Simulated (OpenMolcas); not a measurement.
## Ions of charge +3 along the 4d row on the Ga site of K2NaGaF6

```
Program             : OpenMolcas 26.06
Method              : CASSCF
Spin-orbit coupling : RASSI with atomic mean-field integrals over the reference wave functions
```

The d shell is active. Each dopant is a cluster with its nearest anions in model potentials and point charges, with no relaxation. Distances were set from a Shannon-type radius of the metal (high-spin where two are listed) plus a fixed donor radius (F 1.31 Å), in hosts weighted 0.65 to 0.35 with the host's distance in the model lattice. Ligand basis ANO-RCC-VDZP, DKH2 Hamiltonian. States (labels of O, the rotations of Oh). Energies in cm-1 above the lowest state or level, χT in cm3 K/mol; under a threefold ground state the first gap can be a small split of the lowest multiplet, not the spin-orbit step; 10Dq and B are least-squares fits to the states below 45000 cm-1, weighted by degeneracy, with a free offset, and given where the rms deviation is under 5 % of |10Dq| (or 100 cm-1) and under 700 cm-1. Spin-only χT is S(S+1) / 2 for the spin of the ground state.

| Ion | Shell | R (Å) | Metal basis | Ground state | First state of that spin | 10Dq | B (rms of fit) | First gap with spin-orbit (degeneracies) | χT at 300 K | First state of another spin | Spin-only χT |
| --- | --- | --- | --- | --- | --- | --- | --- | --- | --- | --- | --- |
| Nb3+ | 4d2 | 1.998 | ANO-RCC-VTZP | 3T1 | 3T2 30540 | 32172 | 686 (98) | 16.8 (2, 3) | 0.480 | 1E 9728 | 1.000 |
| Mo3+ | 4d3 | 1.978 | ANO-RCC-VTZP | 4A2 | 4T2 30040 | 29961 | 742 (53) | 14477 (4, 4) | 1.791 | 2E 14523 | 1.875 |
| Pd3+ | 4d7 | 2.024 | ANO-RCC-VTZP | 2E | 17081 | 19665 | 803 (232) | 2602 (4, 2) | 0.581 | 4T1 3464 | 0.375 |
| Ag3+ | 4d8 | 2.017 | ANO-RCC-VTZP | 3A2 | 3T2 19596 | 19136 | 916 (175) | 12227 (3, 2) | 1.241 | 1E 12598 | 1.000 |

Among the 4 ions with a close fit, |10Dq| is smallest for Ag3+ (19136 cm-1) and largest for Nb3+ (32172 cm-1). The error differs from ion to ion, so this order need not be the real one.

B goes from 686 cm-1 (Nb3+) to 916 cm-1 (Ag3+).

Below the highest spin of the shell: Pd3+. χT departs most from the spin-only value for Nb3+, by -0.520 cm3 K/mol.

Without dynamic correlation the repulsion within the d shell is too large (B by tens of per cent), so at a given field states of lower spin stand too high. With metal d orbitals alone the field can be off either way by tens of per cent. Ligand-to-metal charge-transfer states are missing. With no ligand orbital active B as a rule stays too high, so bands that hang on it stand too high and its fall with covalency is understated. An orbital triplet at a regular site is open to Jahn-Teller coupling, which can distort the site and quench the lowest spin-orbit gaps and is left out (holds for Nb3+). The least metal-like active orbital is 82 % on the metal (Löwdin) and no ligand orbital is active, so the numbers are rough (holds for Nb3+; Mo3+). An orbital doublet at a regular site is open to a Jahn-Teller distortion, which this geometry leaves out (holds for Pd3+). This shell can be high or low spin here, a state of another spin lies low, and with metal d orbitals alone active their balance is uncertain, so the ground spin may be wrong, although the usual error favours high spin (holds for Pd3+). The least metal-like active orbital is 77 % on the metal (Löwdin) and no ligand orbital is active, so the numbers are rough (holds for Pd3+). Real 4d8 and 5d8 ions are as a rule square planar and diamagnetic (holds for Ag3+). The least metal-like active orbital is 75 % on the metal (Löwdin) and no ligand orbital is active, so the numbers are rough (holds for Ag3+). No measured value stands beside these numbers; the geometry was set by hand and not optimised.
